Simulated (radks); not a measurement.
Values are calculated unless marked as measured or tabulated.
Q: All-electron atom: O IV in 1s1.5 2s2 2p1 3s0.5 (fractional occupations, a model configuration). Level of theory: non-relativistic Kohn-Sham, HCTH/407, spin-polarised, spherical densities, point nucleus; open shells are filled with parallel spins first (a radial shooting solver on a logarithmic mesh with Libxc functionals). Some entries of the table are withheld. Estimate them.

orbital  occ.  eigenvalue (eV)  <r> (bohr)
1s up       1        -636.3574      0.1947
1s down   0.5        -620.7691      0.1955
2s up       1              (1)      0.9146
2s down     1              (2)      0.9407
2p up       1         -77.7896      0.8340
2p down     0         -72.7699      0.8730
3s up     0.5         -28.1105       2.553
3s down     0         -21.7362       1.980

A: 
(1) 2s up eigenvalue (eV): -91.2831
(2) 2s down eigenvalue (eV): -87.2379
